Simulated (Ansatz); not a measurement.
C$_{7}$H$_{9}$O, charge +1, singlet, at a GFN2-xTB geometry. Base run: MP2/6-31G in Ansatz (a quantum-chemistry and plane-wave program).

Here is a job for Ansatz.
Ansatz 0.2 input:
```yaml
crystal:
  periodic: [false, false, false]
  atoms:
    - {symbol: C, position_ang: [2.68581111, 0.47233117, -0.23426577]}
    - {symbol: O, position_ang: [1.70989725, 0.21900805, 0.81386579]}
    - {symbol: C, position_ang: [0.34471567, 0.03250646, 0.32907195]}
    - {symbol: C, position_ang: [0.01222459, -1.19816702, -0.20327298]}
    - {symbol: C, position_ang: [-1.28799653, -1.38978475, -0.64407141]}
    - {symbol: C, position_ang: [-2.21537241, -0.36423910, -0.54765958]}
    - {symbol: C, position_ang: [-1.85671093, 0.86026071, -0.00676033]}
    - {symbol: C, position_ang: [-0.56031393, 1.07014763, 0.43843242]}
    - {symbol: H, position_ang: [3.66463036, 0.55667222, 0.23538758]}
    - {symbol: H, position_ang: [2.67916004, -0.38406176, -0.90637054]}
    - {symbol: H, position_ang: [2.44929023, 1.37869168, -0.79224115]}
    - {symbol: H, position_ang: [1.70573102, 0.97635760, 1.43676038]}
    - {symbol: H, position_ang: [0.74141377, -1.99032729, -0.25934878]}
    - {symbol: H, position_ang: [-1.57168239, -2.34338551, -1.05898733]}
    - {symbol: H, position_ang: [-3.22491764, -0.52078929, -0.89251364]}
    - {symbol: H, position_ang: [-2.58071358, 1.65504338, 0.07210182]}
    - {symbol: H, position_ang: [-0.27623520, 2.02140386, 0.86543975]}
basis:
  gaussian:
    orbitals: 6-31G
total_charge: 1
magnetization: {spin_polarized: false}
correlation: {method: mp2}
```

The base run was repeated with changes; each row names its change, and settings that it needs were set with it.

| change | basis functions | E (Eh) | MP2 correlation (Eh) | core-seconds (rough) |
|---|---|---|---|---|
| base | 90 | -345.48459 | -0.72124 | 2 |
| basis = STO-3G | 49 | -341.14622 | -0.44036 | 1 |
| basis = 3-21G | 90 | -343.71326 | -0.72249 | 2 |
| basis = pcseg-0 | 90 | (withheld) | (withheld) | 2 |
| basis = 6-31G* | (withheld) | (withheld) | (withheld) | 5 |
| basis = pcseg-1 | 157 | (withheld) | (withheld) | 5 |
| basis = cc-pVDZ | 157 | -346.02441 | -1.10155 | 5 |
| basis = def2-SVP | 157 | -345.73961 | -1.09891 | 7 |
| basis = 6-31+G* | 170 | -345.96512 | -1.06681 | 8 |
| basis = def2-SVPD | 235 | -345.79741 | -1.14502 | 10 |
| basis = aug-pcseg-1 | 265 | (withheld) | (withheld) | 30 |
| basis = aug-cc-pVDZ | 265 | -346.08015 | -1.14389 | 30 |
| basis = def2-TZVP | 302 | -346.34446 | -1.32043 | 20 |

Question: Complete the blanks.

Answer: 
- basis = pcseg-0, E (Eh): -344.64920
- basis = pcseg-0, MP2 correlation (Eh): -0.73160
- basis = 6-31G*, basis functions: 138
- basis = 6-31G*, E (Eh): -345.95022
- basis = 6-31G*, MP2 correlation (Eh): -1.05776
- basis = pcseg-1, E (Eh): -345.89753
- basis = pcseg-1, MP2 correlation (Eh): -1.10477
- basis = aug-pcseg-1, E (Eh): -345.95819
- basis = aug-pcseg-1, MP2 correlation (Eh): -1.14225

Totals compare only among sets that treat the same electrons; sets with core potentials leave the core out.
